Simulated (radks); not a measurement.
Values are calculated unless marked as measured or tabulated.
Radial electron density D(r) = 4 pi r^2 rho(r) of an atom or ion with 47 electrons. Code: a radial shooting solver on a logarithmic mesh with Libxc functionals. Model: Dirac Kohn-Sham, PBE, spin-unpolarised, spherical densities, finite nucleus; Fermi nuclear charge, rms radius of each element as measured or else 0.836 A^(1/3) + 0.57 fm.

r (bohr)  D(r) (e/bohr)
0.001628          3.178
0.001895          4.118
0.002188          5.244
0.002548          6.734
0.002942          8.491
0.003425          10.78
0.003956          13.41
0.004605          16.75
0.005318          20.49
0.006192          25.05
0.00715           29.93
0.008324          35.57
0.009614          41.21
0.01119           47.17
0.01293           52.47
0.01505           57.22
0.01738           60.46
0.02023           62.17
0.02336           61.99
0.02698           60.25
0.03141           57.39
0.03628           54.77
0.04223           53.49
0.04877           54.84
0.05678           59.42
0.06557           66.02
0.07634           73.22
0.08816           77.57
0.1026            77.16
0.1185            71.65
0.138             62.75
0.1594            55.45
0.1855            52.86
0.2143            55.91
0.2494            61.36
0.2881            63.15
0.3354            57.39
0.3873            45.43
0.4509            31.15
0.5207            21.51
0.6014            17.94
0.7001            18.85
0.8085            20.34
0.9412            19.64
1.087             16.53
1.265             12.06
1.461             8.117
1.701             4.994
1.965             3.044
2.287             1.769
2.642             1.033
3.075            0.5584
3.552            0.2891
4.135            0.1285
4.775           0.05130
5.559           0.01583
6.42           0.004087
7.474         0.0007270
8.632         0.0001025

What is the nuclear charge?

Answer. Z = 48. The innermost maximum, from 1s, lies near gamma/Z bohr with gamma = sqrt(1 - (Z/c)^2) = 0.937, here 0.0195 bohr (found: 0.0214), and its height grows with Z. The density is that of the cadmium ion Cd+ in [Kr] 4d10 5s1; the configuration itself is not fixed sharply by these data, and Z only to a few units. D(r) has 4 maxima, at r = 0.0214, 0.0940, 0.279, 0.841 bohr, and minima at 0.0422, 0.183, 0.621 bohr, inside which lie 2.03, 11.16, 29.04 electrons.
